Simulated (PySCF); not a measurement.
**EPR parameters of [C7H12O]+**

Compound: C7H12O (charge +1 and doublet state).
SMILES with atom numbers: `[CH3:1][CH:2]1[CH2:3][CH2:4][C:5](=[O+:6])[CH2:7][CH2:8]1` (hydrogens: H9, H10, H11 on C1; H12 on C2; H13, H14 on C3; H15, H16 on C4; H17, H18 on C7; H19, H20 on C8)

Geometry (GFN2-xTB, Å), atoms numbered from 1 in this order:
```xyz
20
C7H12O angstrom
C      2.332    0.294    0.089
C      0.863    0.325   -0.286
C      0.005    0.907    0.851
C     -1.465    0.953    0.528
C     -2.043   -0.417    0.159
O     -3.050   -0.857    0.583
C     -1.152   -1.115   -0.873
C      0.309   -1.094   -0.503
H      2.928   -0.135   -0.714
H      2.497   -0.290    0.990
H      2.711    1.300    0.254
H      0.724    0.918   -1.193
H      0.347    1.936    1.010
H      0.180    0.359    1.780
H     -2.047    1.306    1.384
H     -1.659    1.599   -0.335
H     -1.326   -0.592   -1.819
H     -1.525   -2.140   -0.951
H      0.494   -1.714    0.377
H      0.873   -1.530   -1.335
```

The hyperfine couplings belong to this conformer and change with its torsions.

Theory: PySCF, UKS B3LYP, pcH-1 on C H O, non-relativistic, mean-field spin-orbit, GIAO. Isolated species at its GFN2-xTB geometry (one conformer only). A GFN2-xTB geometry isn't a minimum of the functional, and hyperfine couplings can be far from their values at a DFT geometry, by a factor of two or more for some ions and for spin on atoms past the first row. Stability of the SCF solution: not tested.

```json
{"g1, g2, g3": "2.00043, 2.00240, 2.00778", "g_iso": "2.00354", "Form of g": "rhombic: the two nearest values differ by 27 % of g3 − g1", "⟨S²⟩": "0.7547 (exact 0.7500)", "HOMO–LUMO gap, α and β orbitals": "6.09, 2.22 eV", "Total energy": "-348.90397 Eh", "Basis functions": "320"}
```

Hyperfine couplings atom by atom, in mT; T1 to T3 are the principal values of the dipolar part; ρ(0) is the spin density at the nucleus (MHz turned into mT with g_iso):

```tsv
atom	isotope	a_iso	T1	T2	T3	Mulliken spin population	ρ(0) (bohr⁻³)
C1	13C	-0.05	-0.01	0.00	0.01	0.00	-0.0013
C2	13C	-0.03	-0.16	-0.11	0.26	0.02	-0.0007
C3	13C	0.04	-0.20	-0.18	0.39	0.02	0.0010
C4	13C	1.19	-0.66	-0.63	1.29	0.14	0.0297
C5	13C	-2.31	-0.78	-0.12	0.89	-0.01	-0.0576
O6	17O	-1.10	-5.72	2.62	3.10	0.53	0.0507
C7	13C	1.19	-0.66	-0.63	1.29	0.14	0.0297
C8	13C	0.04	-0.20	-0.18	0.39	0.02	0.0010
H9	1H	0.05	-0.04	-0.02	0.06	0.00	0.0003
H10	1H	0.00	-0.04	-0.02	0.06	0.00	0.0000
H11	1H	0.05	-0.04	-0.02	0.06	0.00	0.0003
H12	1H	-0.08	-0.07	-0.04	0.10	0.00	-0.0005
H13	1H	4.40	-0.15	-0.11	0.26	0.05	0.0276
H14	1H	0.19	-0.10	-0.05	0.16	0.00	0.0012
H15	1H	0.71	-0.33	0.07	0.27	0.01	0.0044
H16	1H	0.09	-0.27	-0.07	0.33	0.00	0.0006
H17	1H	0.09	-0.27	-0.07	0.33	0.00	0.0006
H18	1H	0.71	-0.33	0.07	0.27	0.01	0.0044
H19	1H	0.19	-0.10	-0.05	0.16	0.00	0.0012
H20	1H	4.40	-0.15	-0.11	0.26	0.05	0.0276
```

The largest Mulliken spin populations are on O6 (+0.53), C4 (+0.14) and C7 (+0.14).

O6, the radical centre as drawn in `CC1CCC(=[O+])CC1`, holds a spin population of +0.53 out of 1.

Axes: g1 points within 3° of the C5–O6 bond.

Under fast tumbling the dipolar parts average out, and these isotropic splittings remain: 2 × 1H (H13/H20, I = 1/2, 3 lines) with 4.40 mT, 2 × 1H (H15/H18, I = 1/2, 3 lines) with 0.71 mT, 2 × 1H (H14/H19, I = 1/2, 3 lines) with 0.19 mT, 2 × 1H (H16/H17, I = 1/2, 3 lines) with 0.09 mT and 1 × 1H (H12, I = 1/2, 2 lines) with 0.08 mT.

The 17O coupling of O6 (-30.7 MHz) shows only in satellite lines or after enrichment, since that isotope makes up about 0.038 % of natural oxygen.

The 13C coupling of C5 (-64.7 MHz) shows only in satellite lines or after enrichment, since that isotope makes up about 1.07 % of natural carbon.
